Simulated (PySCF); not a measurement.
# Simulated absorption spectrum

Compound: C₄H₁₀BNO.
SMILES: `CC#[N+][BH2-]OCC`

The calculation used TDDFT B3LYP/def2-SVPD, vertical, gas phase, core orbitals frozen in the response in PySCF. The structure is a single PBE0-D3(BJ)/def2-SVP conformer in the gas phase; no vibrational or solvent corrections. Note that the optimisation stopped short of convergence; the values belong to its last geometry.

Each state is given a Gaussian of 0.4 eV full width at half maximum, with ε(max) = 2.175×10⁸ f / Δν̃ (Δν̃ the width in cm⁻¹). The width is an assumption, not a result. The curve ends short of the highest state used, and states not computed would add to its high-energy end.

E (eV), ε (L mol⁻¹ cm⁻¹) and a bar:
```
     4.12          1 
     4.16          1 
     4.20          2 
     4.25          6 
     4.29         11 
     4.33         20 
     4.37         34 
     4.41         56 
     4.45         88 
     4.49        130 #
     4.54        202 #
     4.58        274 #
     4.62        357 ##
     4.66        450 ##
     4.70        549 ###
     4.74        650 ###
     4.79        770 ####
     4.83        856 ####
     4.87        932 #####
     4.91        996 #####
     4.95       1054 #####
     4.99       1117 ######
     5.03       1205 ######
     5.08       1391 #######
     5.12       1641 ########
     5.16       2012 ##########
     5.20       2521 #############
     5.24       3160 ################
     5.28       3889 ###################
     5.33       4815 ########################
     5.37       5448 ###########################
     5.41       5881 #############################
     5.45       6039 ##############################
     5.49       5892 #############################
     5.53       5461 ###########################
     5.58       4626 #######################
     5.62       3837 ###################
     5.66       3043 ###############
     5.70       2321 ############
     5.74       1715 #########
     5.78       1241 ######
     5.82        891 ####
     5.87        599 ###
     5.91        454 ##
     5.95        373 ##
     5.99        347 ##
     6.03        378 ##
     6.07        472 ##
     6.12        689 ###
     6.16        951 #####
     6.20       1296 ######
     6.24       1721 #########
     6.28       2219 ###########
     6.32       2771 ##############
     6.36       3349 #################
     6.41       4047 ####################
```

**Question.** Where are the band maxima, and which computed states make them?

**Answer.** 227 nm (5.45 eV), ε about 6000, made up of S5 (94%) (ε in L mol⁻¹ cm⁻¹; maxima over ε = 5, shares over 10%). At its high-energy end, 6.41 eV, the curve is still rising (ε about 4000, from S7 and S8). The states used: S1 4.72 eV (f 0.0038); S2 4.91 eV (f 0.0080); S3 5.09 eV (f 0.0074); S4 5.40 eV (f 0.0040); S5 5.45 eV (f 0.084); S6 5.80 eV (f 0.0046); S7 6.36 eV (f 0.021); S8 6.57 eV (f 0.059); S9 6.69 eV (f 0.0072); S10 7.01 eV (f 0.0014).

**Question.** What would ε be at 5.45 eV, the highest of these maxima, with half the width (0.2 eV)?

**Answer.** About 11800 L mol⁻¹ cm⁻¹ against 6040, a factor of about 1.95; a lone state at its own centre would give exactly 2.

**Question.** On this curve, what absorbance would a 10⁻⁴ mol/L sample give at 254 nm over a 1 cm path?

**Answer.** 254 nm is 4.881 eV, where ε is about 950 L mol⁻¹ cm⁻¹, so A = ε c l ≈ 0.095 (Beer–Lambert, with the gas-phase spectrum and the assumed width).

**Question.** Does any computed singlet lie in the visible range?

**Answer.** No computed singlet lies in the visible range (380 to 750 nm); the lowest, at 263 nm, stands 1.46 eV above its violet end (3.26 eV).

The vertical ionisation energy (ΔSCF) is 8.83 eV, 1.82 eV above S10.
